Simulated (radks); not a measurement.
Neutral hydrogen inside a hard spherical wall (all orbitals vanish at R), configuration held at 1s1 and not refilled when levels cross. Method: scalar-relativistic Kohn-Sham, PBE, spin-polarised, spherical densities, point nucleus; open shells are filled with parallel spins first; computed with a radial shooting solver on a logarithmic mesh with Libxc functionals. Eigenvalues in eV for spin up, with the zero of energy where the potential of the charges vanishes at infinity; a dash marks a level that is unbound or too diffuse for the functional's potential to be trusted. A positive occupied level is held by the wall or, in an anion where self-interaction has pushed it up, behind a barrier. The pressure on the wall is -dE/dV.

R (bohr)  E (hartree)  kinetic (hartree)   e(1s)  e(2s, empty)  e(2p, empty)  pressure (GPa)
free         -0.50000              0.495  -7.595             -             -               0
20           -0.50000              0.495  -7.595             -             -        < 0.0001
15           -0.50000              0.495  -7.595             -             -        < 0.0001
12           -0.50000              0.495  -7.594         0.481         0.762        < 0.0001
7            -0.49970              0.497  -7.558         3.159         2.547          0.0204
6            -0.49876              0.504  -7.473         5.237         3.763           0.113
4            -0.47988              0.586  -6.375        17.567        10.386            4.10
3.5          -0.45945              0.654  -5.422        25.263        14.385            10.9
3            -0.41707              0.772  -3.656        37.745        20.821            31.4
2            -0.11173              1.407   7.178        101.06        53.306             381
1.5           0.45625              2.345  25.382        194.48        101.18            1950
